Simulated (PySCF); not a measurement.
Basis-set dependence of population analyses: `N[B@H-]([NH3+])B(Cl)Cl`

Compound: B2Cl2H6N2.
Cartesian coordinates in Å at the PBE0-D3(BJ)/def2-SVP level; atoms count from 1:
```xyz
12
B2Cl2H6N2 angstrom
N     -0.597    1.454   -0.350
B      0.182    0.179   -0.353
N     -0.948   -1.064   -0.293
B      1.304   -0.106    0.894
Cl     2.499    1.086    1.400
Cl     1.378   -1.674    1.756
H     -0.386    2.097    0.405
H     -0.570    1.978   -1.218
H      0.786   -0.059   -1.407
H     -0.695   -1.870   -0.864
H     -1.822   -0.659   -0.633
H     -1.093   -1.398    0.663
```

PBE0 throughout (PySCF), one geometry, spherical d and f functions. The structure is a single PBE0-D3(BJ)/def2-SVP conformer in the gas phase; no vibrational or solvent corrections. Atoms taken as equivalent share a column and are averaged. The first 7 of 8 kinds of atom are listed.

Mulliken charges (e):

```json
{"basis": "STO-3G", "functions": "44", "N1": "-0.511", "B2": "+0.134", "N3": "-0.414", "B4": "+0.215", "Cl5/Cl6": "-0.217", "H7/H8": "+0.157", "H9": "-0.089"}
{"basis": "6-31G", "functions": "74", "N1": "-0.889", "B2": "+0.497", "N3": "-0.879", "B4": "-0.191", "Cl5/Cl6": "-0.088", "H7/H8": "+0.294", "H9": "-0.065"}
{"basis": "pcSseg-0", "functions": "74", "N1": "-0.886", "B2": "+0.371", "N3": "-0.811", "B4": "+0.105", "Cl5/Cl6": "-0.228", "H7/H8": "+0.292", "H9": "+0.038"}
{"basis": "6-31G*", "functions": "104", "N1": "-0.877", "B2": "+0.331", "N3": "-0.890", "B4": "-0.028", "Cl5/Cl6": "-0.138", "H7/H8": "+0.319", "H9": "-0.063"}
{"basis": "cc-pVDZ", "functions": "122", "N1": "-0.165", "B2": "-0.076", "N3": "+0.048", "B4": "-0.009", "Cl5/Cl6": "-0.133", "H7/H8": "+0.080", "H9": "-0.090"}
{"basis": "def2-SVP", "functions": "122", "N1": "-0.235", "B2": "-0.068", "N3": "-0.025", "B4": "0.000", "Cl5/Cl6": "-0.129", "H7/H8": "+0.105", "H9": "-0.081"}
{"basis": "aug-cc-pVDZ", "functions": "200", "N1": "-0.171", "B2": "+0.400", "N3": "-0.079", "B4": "-0.046", "Cl5/Cl6": "-0.377", "H7/H8": "-0.012", "H9": "+0.372"}
{"basis": "6-311+G(2d,p)", "functions": "214", "N1": "-0.787", "B2": "+0.250", "N3": "-0.597", "B4": "+0.243", "Cl5/Cl6": "-0.253", "H7/H8": "+0.237", "H9": "-0.011"}
{"basis": "def2-TZVP", "functions": "234", "N1": "-0.597", "B2": "-0.194", "N3": "-0.394", "B4": "+0.222", "Cl5/Cl6": "-0.156", "H7/H8": "+0.228", "H9": "-0.021"}
{"basis": "cc-pVTZ", "functions": "272", "N1": "-0.391", "B2": "-0.135", "N3": "-0.021", "B4": "+0.073", "Cl5/Cl6": "-0.125", "H7/H8": "+0.141", "H9": "-0.046"}
{"basis": "IGLO-III", "functions": "288", "N1": "-0.731", "B2": "+0.189", "N3": "-0.507", "B4": "+0.128", "Cl5/Cl6": "-0.146", "H7/H8": "+0.220", "H9": "-0.081"}
{"basis": "pcSseg-2", "functions": "314", "N1": "-0.543", "B2": "+0.222", "N3": "-0.174", "B4": "+0.184", "Cl5/Cl6": "-0.189", "H7/H8": "+0.138", "H9": "-0.115"}
```

IAO charges (e):

| basis | functions | N1 | B2 | N3 | B4 | Cl5/Cl6 | H7/H8 | H9 |
| --- | --- | --- | --- | --- | --- | --- | --- | --- |
| STO-3G | 44 | -0.539 | -0.107 | -0.376 | -0.016 | -0.068 | +0.187 | -0.012 |
| 6-31G | 74 | -0.656 | -0.115 | -0.466 | +0.035 | -0.087 | +0.245 | -0.011 |
| pcSseg-0 | 74 | -0.619 | -0.138 | -0.436 | +0.035 | -0.084 | +0.234 | -0.013 |
| 6-31G* | 104 | -0.656 | -0.106 | -0.451 | +0.062 | -0.096 | +0.242 | -0.018 |
| cc-pVDZ | 122 | -0.651 | -0.123 | -0.444 | +0.067 | -0.095 | +0.242 | -0.016 |
| def2-SVP | 122 | -0.643 | -0.128 | -0.434 | +0.062 | -0.089 | +0.238 | -0.021 |
| aug-cc-pVDZ | 200 | -0.687 | -0.119 | -0.464 | +0.070 | -0.096 | +0.255 | -0.013 |
| 6-311+G(2d,p) | 214 | -0.689 | -0.116 | -0.469 | +0.063 | -0.092 | +0.256 | -0.014 |
| def2-TZVP | 234 | -0.686 | -0.115 | -0.468 | +0.066 | -0.093 | +0.254 | -0.015 |
| cc-pVTZ | 272 | -0.683 | -0.116 | -0.468 | +0.069 | -0.095 | +0.253 | -0.016 |
| IGLO-III | 288 | -0.690 | -0.115 | -0.470 | +0.059 | -0.090 | +0.256 | -0.015 |
| pcSseg-2 | 314 | -0.688 | -0.114 | -0.470 | +0.066 | -0.094 | +0.255 | -0.015 |

Some averages cover members that differ in this geometry, most widely: H7/H8, Mulliken in aug-cc-pVDZ -0.072 to +0.049; Cl5/Cl6, Mulliken in cc-pVTZ -0.152 to -0.098; Cl5/Cl6, IAO in pcSseg-2 -0.119 to -0.068; Cl5/Cl6, IAO in 6-311+G(2d,p) -0.118 to -0.067 e.

Problem. Which scheme is steadiest as the basis changes?

Solution. Largest range over the bases for any column: IAO 0.15 e, Mulliken 0.94 e. IAO charges move least and Mulliken charges most, counted in e. Without the minimal STO-3G basis the ranges are IAO 0.07, Mulliken 0.94 e.

Problem. How much do the charges still move between the two largest bases, IGLO-III and pcSseg-2?

Solution. At most, over all atoms: Mulliken 0.332 e, IAO 0.007 e.

Problem. What do the same runs give for the total energy, the frontier levels and the dipole moment?

Solution. 
```csv
basis,energy (Eh),HOMO (eV),LUMO (eV),μ (D)
STO-3G,-1070.7864,-3.21,1.92,5.66
6-31G,-1082.7169,-6.19,-0.80,4.91
pcSseg-0,-1081.4181,-6.33,-0.93,4.93
6-31G*,-1082.7843,-6.23,-0.69,4.69
cc-pVDZ,-1082.8556,-6.32,-0.71,4.59
def2-SVP,-1082.4319,-6.29,-0.59,4.45
aug-cc-pVDZ,-1082.8780,-6.69,-1.11,4.32
"6-311+G(2d,p)",-1082.9169,-6.70,-1.12,4.33
def2-TZVP,-1082.9274,-6.62,-0.96,4.33
cc-pVTZ,-1082.9394,-6.59,-0.93,4.37
IGLO-III,-1082.9281,-6.65,-0.99,4.25
pcSseg-2,-1082.9493,-6.69,-1.05,4.39
```

The dipole is fixed by the density alone, so its range of 1.41 D shows that the density itself changes with the basis, not only its division among atoms.
